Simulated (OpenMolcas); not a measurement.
Cr3+ among 6 point charges of -1.5 e arranged as a trigonal antiprism (D3d), with a polar angle of 59.1° against the regular 54.74°.

```json
{
 "Program": "OpenMolcas",
 "Method": "CASSCF",
 "Basis": "ANO-RCC-VDZP [5s4p2d1f]",
 "Scalar Hamiltonian": "DKH2, point nucleus",
 "Active space": "3 electrons in 5 orbitals (3d)",
 "State averaging": "2S+1 = 4 even, 10 roots; 2S+1 = 2 even, 40 roots",
 "Spin-orbit coupling": "state interaction with AMFI integrals over the reference wave functions"
}
```

All point charges move together. At R = 1.79 Å the first state of the same spin is 5292 cm-1, and at R = 1.96 Å it is 3433 cm-1.

A third run gives 1976 cm-1. What distance was it run at?

With a power law R^-n the two known points give n = -ln(3433 / 5292) / ln(1.96 / 1.79) = 4.77. Then R = 1.79 × (5292 / 1976)^(1/4.77) = 2.201 Å. The run was at 2.19 Å, so the estimate is off by +0.011 Å.

Without dynamic correlation the repulsion within the d shell is too large (B by tens of per cent), so at a given field states of lower spin stand too high. The ground term spreads over less than 5000 cm-1, several times less than with real ligands, so orbital moments are less quenched and χT lies further from the spin-only value than at real sites (holds for R = 2.19). This is an electrostatic model: the charges have no orbitals. No measured value stands beside these numbers.
